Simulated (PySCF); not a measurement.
A calculated (BP86, PySCF 2.14, cc-pVTZ-DK, scalar relativity by spin-free X2C-1e) atom or ion has these occupied shells.

```
shell  electrons  orbital energy (eV)  rms radius, mean of both spins (bohr)
 1s α          1             -10225.2                                 0.0560
 1s β          1             -10225.2                                 0.0560
 2s α          1              -1264.0                                  0.236
 2s β          1              -1264.0                                  0.236
 2p α          3              -1100.9                                  0.211
 2p β          3              -1100.9                                  0.211
 3s α          1              -148.56                                  0.700
 3s β          1              -148.55                                  0.700
 3p α          3              -99.321                                  0.737
 3p β          3              -99.302                                  0.737
 3d α          5              -19.669                                  0.925
 3d β          5              -19.615                                  0.925
 4s α          1               -9.233                                   2.52
 4s β          1               -8.692                                   2.52
 4p α          1               -2.984                                   3.62
```

Q: Name the element and its charge.

A: Ga (gallium, neutral), in [Ar] 3d10 4s2 4p1, 2P determinant.
